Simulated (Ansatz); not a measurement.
AlBr2H, SMILES `[Br][AlH][Br]`, relaxed with RKS PBE0-D4/def2-TZVP in Ansatz from a PBE-D4/def2-SVP geometry. The force threshold is 0.005 eV/Å; the program also tests the step.

The species carries charge 0 and has multiplicity 1.

Start:

```xyz
4

Br   -0.897    1.716    0.988
Al    0.175   -0.030    0.034
Br   -0.984   -1.387   -1.352
H     1.705   -0.298    0.330
```

(1) By how much does the energy fall, and how many steps does the optimiser take? (Estimate.)

(2) Which bonds change most? (An estimate is asked.)

(3) Give the relaxed structure. (Best estimate.)

Answers

(1) The calculation gave: 0.16 kcal/mol, in 2 steps.

(2) Computed: Br1–Al2 from 2.260 to 2.241 Å; Al2–Br3 from 2.259 to 2.241 Å; Al2–H4 from 1.581 to 1.565 Å.

(3) The calculation gave: 
```xyz
4

Br   -0.890    1.700    0.978
Al    0.176   -0.031    0.034
Br   -0.977   -1.374   -1.340
H     1.691   -0.295    0.328
```
